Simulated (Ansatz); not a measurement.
Molecule: CdI, net charge 1, singlet state. 
Geometry from a B3LYP-D3(BJ)/def2-TZVP (Ansatz, a first-principles code) optimisation:
SMILES: [Cd+][I]
```xyz
2

Cd     0.0000     0.0000    -1.3603
I      0.0000     0.0000     1.2320
```
Charge +1, spin multiplicity 1.

Basis-set convergence of Hartree-Fock and CCSD correlation energies (hartree) with Ansatz. Correlated levels leave the core frozen unless marked. Spin-orbit coupling is left out. The frozen core is the preceding noble-gas configuration, with the filled d and f shells of earlier blocks. In def2 rows, elements after Kr have scalar-relativistic effective core potentials.

```json
[
 {"basis": "def2-SVPD", "functions": "69", "E(HF)": "-463.25324", "E(corr, CCSD)": "-0.35931"},
 {"basis": "def2-TZVPPD", "functions": "115", "E(HF)": "-463.30017", "E(corr, CCSD)": "-0.53010"},
 {"basis": "def2-QZVPPD", "functions": "179", "E(HF)": "-463.30379", "E(corr, CCSD)": "-0.57898"}
]
```

Extrapolating the two largest sets (X = 3 and 4) as X^-3: E(corr) = (64·(-0.57898) - 27·(-0.53010))/37 = -0.6146 Eh, an estimate of the basis-set limit. The largest set recovers 94.2 % of it, the smallest 58.5 %.
